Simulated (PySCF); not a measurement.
CH₃Cl₂ISi, SMILES C[Si](Cl)(Cl)I.

Geometry: B3LYP-D3(BJ)/def2-SVP. The def2 effective core potentials stand for the cores of I; spin–orbit coupling is left out.

The numbers are results of B3LYP/def2-TZVP run with PySCF, not measurements.

Symmetry labels are those of the subgroup Cs that the program uses (full group Cs).

Computed valence orbital energies around the gap with their symmetry:
```tsv
orbital	symmetry	energy (eV)
HOMO−7	A'	-10.93
HOMO−6	A'	-10.48
HOMO−5	A'	-9.49
HOMO−4	A"	-9.44
HOMO−3	A"	-9.09
HOMO−2	A'	-8.75
HOMO−1	A'	-7.71
HOMO	A"	-7.68
LUMO	A'	-1.32
LUMO+1	A"	0.26
LUMO+2	A'	0.27
LUMO+3	A'	0.74
```
